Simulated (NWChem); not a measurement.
# NH₃TeO; SMILES O[Te]N

```xyz
6

Te     0.3387     0.0005    -0.0045
O     -0.9029    -1.5762    -0.0682
H     -1.1151    -1.8046     0.8458
N     -0.9042     1.5759    -0.0055
H     -1.4838     1.6770     0.8233
H     -1.4594     1.6806    -0.8509
```
Atoms are numbered in this order, from 1.

Program: NWChem. Coordinates come from a PBE0/def2-SVP (def2 core potentials past Kr) optimisation.

Q: Estimate the computed values for PBE0/3-21G, non-relativistic. Quantities: highest occupied level (eV); orbital gap (eV); dipole (D).

A: 
- highest occupied level (eV) = -5.86
- orbital gap (eV) = 5.51
- dipole (D) = 2.19
